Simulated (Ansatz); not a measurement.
Cartesian coordinates (Å):
SMILES: Sc1ccc2c(ccc3ccccc32)c1
```xyz
25

S     -5.0106    -0.7966    -0.0328
C     -3.2966    -0.3817     0.0090
C     -2.8372     0.9343     0.2262
C     -1.4859     1.2074     0.2501
C     -0.5178     0.1990     0.0613
C     -0.9845    -1.1260    -0.1575
C     -0.0389    -2.1848    -0.3544
C      1.2977    -1.9424    -0.3353
C      1.8115    -0.6229    -0.1181
C      3.2028    -0.3838    -0.1003
C      3.7041     0.8842     0.1086
C      2.8169     1.9559     0.3067
C      1.4520     1.7447     0.2931
C      0.9091     0.4587     0.0819
C     -2.3680    -1.3921    -0.1797
H     -5.4789     0.4484     0.1903
H     -3.5534     1.7455     0.3770
H     -1.1725     2.2380     0.4211
H     -0.4177    -3.1963    -0.5210
H      2.0102    -2.7574    -0.4867
H      3.8804    -1.2274    -0.2559
H      4.7828     1.0559     0.1203
H      3.2071     2.9629     0.4727
H      0.7880     2.5958     0.4498
H     -2.7008    -2.4194    -0.3498
```
Charge 0, spin multiplicity 1.

All values below come from Ansatz (a quantum-chemistry and plane-wave program) with frozen-core CCSD(T)/cc-pVDZ // PBE0-D4/def2-SVP. The restricted HF reference is unstable towards unrestricted orbitals.

The HF energy is -933.57519 Ha and the MP2 correlation energy is -1.94551 Ha.

Estimate the CCSD correlation energy, the (T) correction, the total energy and the T1 diagnostic.


| Quantity | Value |
|---|---|
| CCSD correlation energy | -2.01155 Ha |
| (T) correction | -0.09676 Ha |
| CCSD(T) total energy | -935.68350 Ha |
| T1 diagnostic | 0.011 |
